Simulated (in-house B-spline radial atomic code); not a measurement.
Settings and results of a run for N³⁺ (an excited or competing configuration). Computed with a B-spline radial code for spherical atoms: non-relativistic TPSSh, spin-polarised, spherical fractional occupations, exact exchange averaged over the configuration, point nucleus.

Command:
```bash
python run_scf.py task.json out
```
Settings:
```
Z                7
configuration    [He] 2s1 2p1
hamiltonian      nr
method           tpssh
spin_polarised   True
exact_exchange   averaged over the configuration
```

Output (hartree, bohr):
```
 radial grid: 38 intervals, B-splines of order 8, outer radius 10.8108 bohr

 iter        energy (Eh)    residual
    1         -50.918829    1.60e-02
    2         -50.919605    3.98e-04
    3         -50.919606    2.00e-04
    4         -50.919607    1.01e-04
    5         -50.919607    9.53e-06
    6         -50.919607    5.30e-07
    7         -50.919607    1.73e-08

 total energy                       -50.91961
 kinetic                              50.8530
 electron-nucleus                   -111.0887
 Hartree                              14.6398
 exact exchange                       -0.4861
 exchange-correlation                 -4.8376

 orbital      occ     eigenvalue          <r>       <r^2>       <1/r>     <1/r^2>       <r^4>       r_max
 1s up      1.000       -16.7823     0.228524   0.0705137     6.65607     90.0125   0.0130235      0.1484
 1s down    1.000       -16.6942     0.228113   0.0701489     6.65991     90.0432   0.0127861      0.1485
 2s up      1.000        -2.6125      1.09634     1.40948     1.32014     7.16792     3.39777      0.9175
 2p up      1.000        -2.1895      1.03248     1.29658      1.2337     2.08891     3.28068      0.8086
```

Cost of the run: 0.12 s on 1 thread of Arm Neoverse N1, with other jobs on the host.
